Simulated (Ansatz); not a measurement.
```yaml
crystal:
  periodic: [false, false, false]
  atoms:
    - {symbol: C, position_ang: [-1.648607, -0.914771, 0.716289]}
    - {symbol: Si, position_ang: [0.304764, -0.690563, -0.480898]}
    - {symbol: F, position_ang: [1.679323, -1.939366, 0.245958]}
    - {symbol: N, position_ang: [1.052608, 1.293294, -0.273222]}
    - {symbol: C, position_ang: [1.960220, 2.475228, -0.372611]}
    - {symbol: O, position_ang: [2.804859, 3.655971, -0.443804]}
    - {symbol: H, position_ang: [-1.440060, -0.634388, 2.036284]}
    - {symbol: H, position_ang: [-2.132415, -2.187859, 0.616346]}
    - {symbol: H, position_ang: [-2.598808, -0.056348, 0.240928]}
    - {symbol: H, position_ang: [0.122117, -1.065072, -2.281396]}
basis:
  gaussian: {orbitals: def2-TZVP, nuclear_model: gaussian}
hamiltonian: {xc: {name: r2SCAN}}
correlation: {method: rpa, electrons: outside_noble_gas}
```

```sh
$ ansatz run in.yaml --threads 4 --pin off --events-out ev --progress --plain --max-ram 10444MiB
```

Shortened log:

```
Functional definition: r2SCAN
1450 factors; integrals over basis functions are off by at most 1.3e-3 eV
mean field evaluation 1: about -16248.4764 eV, gradient 8.0e1 eV
mean field evaluation 2: about -16248.4688 eV, gradient 8.0e1 eV
mean field evaluation 4: about -16250.8180 eV, gradient 6.6e1 eV
mean field evaluation 8: about -16261.2504 eV, gradient 2.4e0 eV
mean field evaluation 16: about -16261.2676 eV, gradient 9.8e-3 eV
mean field -16261.26764014 eV, -597.5905634922 hartree, gradient 3.5e-6 eV, S^2 0.000000; 2 other end points of the search recorded, 0 dependent functions left out
10 core orbitals not correlated: weight in the atoms' cores, before any rotation towards them, 1.000 or more for the frozen orbitals, at most 0.000 for the correlated occupied ones
reference -16202.05922996 eV, -595.4146945509 hartree; 17, 17 occupied and 189, 189 virtual orbitals, 1450 factors
Total energy: -16250.90270004 eV, -597.2096589691 hartree
```

Hardware: 4 threads of an Arm Neoverse V2 on a shared host. Wall time 8.5 s, peak host memory 0.47 GiB.
